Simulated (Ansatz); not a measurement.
`C[Se][SiH2]N` + PH₃ → `C[Se]P` + `N[SiH3]`  (ligand exchange at the Se–Si bond)

Gas-phase electronic energies from Ansatz, PBE0-D4/def2-TZVP geometries. CCSD(T)/CBS adds triple-zeta CCSD(T) − MP2 to the extrapolated MP2 energy (def2 sets, frozen cores). This one scheme is used for every species. DFT in def2-TZVPP. B3LYP here is the variant with VWN-RPA as its local correlation; programs differ in this. For Se outer-core shells are correlated without core-valence functions, which leaves a few kJ/mol of doubt a bond. Scalar relativity is left out up to krypton. Each species was taken in one conformer, which may not be the lowest.

```
         level  ΔE (kJ/mol)
     r2SCAN-D4         52.7
       PBE0-D4         52.0
        B2PLYP         49.1
        r2SCAN         51.9
         B3LYP         46.0
         BHLYP         48.1
   HF/def2-SVP         52.8
MP2/def2-TZVPP         53.9
```

**Question.** What does CCSD(T)/CBS give? (Best estimate.)

**Answer.** Computed: +53.0 kJ/mol. The listed levels differ from it by -0.3, -1.0, -3.9, -1.1, -7.0, -4.9, -0.2, 0.9 kJ/mol.

Largest T1 diagnostic among the species: 0.013.

Leaving LDA and LC-ωPBE aside and taking each functional with its dispersion term where it has one, the values, not all of them listed here, spread over 5.8 kJ/mol, from BLYP-D4 to r2SCAN0-D4. LDA lies +6.5 kJ/mol from PBE without D4. From BLYP to BHLYP (50 % exact exchange), in def2-TZVPP and without D4, ΔE moves by +4.5 kJ/mol.

CCSD(T)/CBS has its own doubt, a few kJ/mol and more with outer-core shells, so smaller differences from it don't rank the levels.
